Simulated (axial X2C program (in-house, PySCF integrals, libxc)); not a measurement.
**AlCo: bond constants with and without spin–orbit coupling**

Computed with an in-house all-electron X2C program for linear molecules (integrals from PySCF). Spin-free means the one-electron spin-free X2C Hamiltonian; two-component (2c) means X2C with spin–orbit coupling and atomic mean-field two-electron Coulomb and Gaunt terms, so the difference of the two also holds small scalar two-electron terms. Basis: Co dyall-cv3z [9s10p6d3f2g], Al dyall-v3z [8s8p2d1f] (cores contracted in-house); Gaussian nuclei, density fitting, unrestricted open shells. Masses: Co 58.933 u, Al 26.982 u.

State, spin-free: M_S = 1, Λ = 2 (beyond evenly filled blocks: σα, δ+α, δ+β, δ-α); electrons by block: σα: 11, σβ: 10, π+α: 4, π+β: 4, π-α: 4, π-β: 4, δ+α: 1, δ+β: 1, δ-α: 1. Fragments: Co + Al.

State, 2c: Ω = 3 (⟨Sz⟩ = 1.00, ⟨Lz⟩ = 2.00 at PBE0); electrons by block: 1/2: 15, -1/2: 14, 3/2: 5, -3/2: 5, 5/2: 1. Fragments: Co + Al.

```json
{"Hamiltonian": "spin-free", "level": "PBE0", "Re (Å)": "2.417", "ωe (cm⁻¹)": "285.2", "Be (cm⁻¹)": "0.156", "αe (cm⁻¹)": "0.000966", "De (eV)": "1.76", "k (mdyn/Å)": "0.887", "μ (D)": "-0.43"}
{"Hamiltonian": "spin-free", "level": "r2SCAN0", "Re (Å)": "2.406", "ωe (cm⁻¹)": "290.5", "Be (cm⁻¹)": "0.1573", "αe (cm⁻¹)": "0.000993", "De (eV)": "1.28", "k (mdyn/Å)": "0.92", "μ (D)": "-0.29"}
{"Hamiltonian": "2c", "level": "PBE0", "Re (Å)": "2.417", "ωe (cm⁻¹)": "285.0", "Be (cm⁻¹)": "0.1559", "αe (cm⁻¹)": "0.000966", "De (eV)": "n/a", "k (mdyn/Å)": "0.886", "μ (D)": "-0.43"}
{"Hamiltonian": "2c", "level": "r2SCAN0", "Re (Å)": "2.407", "ωe (cm⁻¹)": "290.3", "Be (cm⁻¹)": "0.1573", "αe (cm⁻¹)": "0.000992", "De (eV)": "n/a", "k (mdyn/Å)": "0.919", "μ (D)": "-0.30"}
```

Dipoles are positive if Al is the positive end.

The state is a single determinant with fixed occupations, the lowest that a limited PBE0 search found. Dissociation energies refer to the lowest single-determinant-based atoms at the same level and basis. De is not given where an atomic determinant may have missed its ground term or J level, or where the truncated virtual space spoils (T). Density functionals use the spin component along the axis (collinear). PBE0 can misorder states that lie within some tenths of an eV, so this need not be the ground state of the molecule. The nearest other spin-free determinant of the search, M_S = 1, Λ = 3, lies 0.26 eV up at the distance of the search. Without a current term, density functionals place determinants with orbital angular momentum somewhat too high. With several unpaired electrons one determinant need not be a pure state. A state of lower Ω lies just above, and one determinant can place such states too high, so the state shown need not be the lowest. The search has Ω = 1 only 0.12 eV up. The determinant is spin-polarised beyond a pure state at some levels (its spin-free form has ⟨S²⟩ too high), which makes Re and μ there less reliable.

No reliable constants came from CCSD (2c), CCSD (spin-free), CCSD(T) (2c), CCSD(T) (spin-free), HF (2c), HF (spin-free), MP2 (2c), MP2 (spin-free): no minimum in range, unconverged points, a curve that is not smooth, a change of character along it, or the two Hamiltonians disagreeing along it.

Rough cost a point (2c) on 1 thread(s) of a shared host, integrals apart: PBE0 0.6 s, r2SCAN0 0.9 s.

The whole task took 3.2 min on 1 thread of AMD EPYC 9B14 (Zen 4) (shared host).
